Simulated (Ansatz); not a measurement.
CH4OZn, triplet, at the geometry of the source list (a higher spin typed on purpose: for a closed-shell molecule this is an excited state); Ansatz (a program for electronic structure) with HF/def2-SVPD.

Ansatz was given this input:
Ansatz 0.2 input:
```yaml
crystal:
  periodic: [false, false, false]
  atoms:
    - {symbol: Zn, position_ang: [0.06160000, -0.48140000, 0.57550000]}
    - {symbol: C, position_ang: [-0.13200000, 1.11290000, -0.60580000]}
    - {symbol: H, position_ang: [-0.85250000, 1.82490000, -0.22400000]}
    - {symbol: H, position_ang: [-0.46840000, 0.78110000, -1.58200000]}
    - {symbol: H, position_ang: [0.81160000, 1.62810000, -0.73100000]}
    - {symbol: O, position_ang: [0.29420000, -2.16020000, 0.89350000]}
    - {symbol: H, position_ang: [0.28540000, -2.70540000, 1.67390000]}
basis:
  gaussian:
    orbitals: def2-SVPD
hamiltonian:
  xc: hf
magnetization: {spin_polarized: true, initial_magnetization: 2}
```

### Question
Predict the main parts of the log of this Ansatz run.

### Answer

```
Functional definition: HF
1054 factors; integrals over basis functions are off by at most 1.1e-3 eV
mean field evaluation 1: about -51489.4994 eV, gradient 3.1e1 eV
mean field evaluation 2: about -51489.5631 eV, gradient 3.1e1 eV
mean field evaluation 4: about -51493.7756 eV, gradient 3.4e0 eV
mean field evaluation 8: about -51494.1347 eV, gradient 4.2e-1 eV
mean field evaluation 16: about -51494.1448 eV, gradient 3.9e-5 eV
mean field evaluation 32: about -51493.6184 eV, gradient 2.2e0 eV
mean field evaluation 64: about -51489.7362 eV, gradient 4.1e0 eV
mean field evaluation 96: about -51492.7394 eV, gradient 3.4e-1 eV
mean field evaluation 128: about -51492.1796 eV, gradient 1.2e0 eV
mean field evaluation 160: about -51492.7423 eV, gradient 2.2e-1 eV
mean field evaluation 192: about -51492.0847 eV, gradient 4.1e0 eV
mean field evaluation 224: about -51486.2603 eV, gradient 6.6e0 eV
mean field -51494.14475254 eV, -1892.3749156710 hartree, gradient 3.9e-5 eV, S^2 2.009436; 2 other end points of the search recorded, 0 dependent functions left out
reference -51494.14475254 eV, -1892.3749156710 hartree; 25, 23 occupied and 84, 86 virtual orbitals, 1054 factors
Total energy: -51494.14475254 eV, -1892.3749156710 hartree
```
